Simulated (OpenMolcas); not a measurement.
Ru5+ (d3) among equal point charges was computed by CASSCF with the d shell active (OpenMolcas, ANO-RCC-VTZP on the metal). Its lowest spin-free states, and all those of the highest spin:

```
2S+1  Degeneracy  E (cm-1)
   4           1       0.0
   4           2      1964
   4           1      3585
   4           2      8668
   4           1      9393
   2           1     15001
   2           2     15699
   2           2     16819
   2           1     17055
   2           1     17179
   2           1     17608
   2           1     17768
   4           1     22454
   4           2     31668
```

Is the site octahedral, tetrahedral or cube-like, axial, or of lower symmetry?

The states with 2S+1 = 4 have orbital degeneracies 1, 2, 1, 2, 1, 1, 2. There are pairs but no triples, so the site is axial: not cubic, but with a proper or improper axis of order three or more. The run had Ru5+ among 4 point charges of -2 e arranged as a square (D4h), 2.01 Å from the ion.

Spin-orbit coupling mixes the spin-free states strongly: the lowest level takes only 61 % from its leading state, 4A2. Without dynamic correlation the repulsion within the d shell is too large (B by tens of per cent), so at a given field states of lower spin stand too high. This is an electrostatic model: the charges have no orbitals. No measured value stands beside these numbers.
